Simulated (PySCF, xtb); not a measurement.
Si(F)2(Br)(OH) (BrF2HOSi), SMILES O[Si](F)(F)Br.

xtb with GFN2-xTB at its own geometry gives an orbital gap of 7.69 eV and a dipole moment of 5.28 D.

Coordinates come from a B3LYP-D3(BJ)/def2-SVP optimisation. The structure was generated by enumeration, and PubChem lists no compound with its InChIKey, so it may never have been made. One conformer was computed; it need not be the lowest.

Problem. What does r2SCAN/def2-TZVP in PySCF give? (Estimate from the structure and the level; the computed values follow.)

Solution. gap 7.57 eV (levels -8.24 and -0.66 eV), dipole 1.57 D.
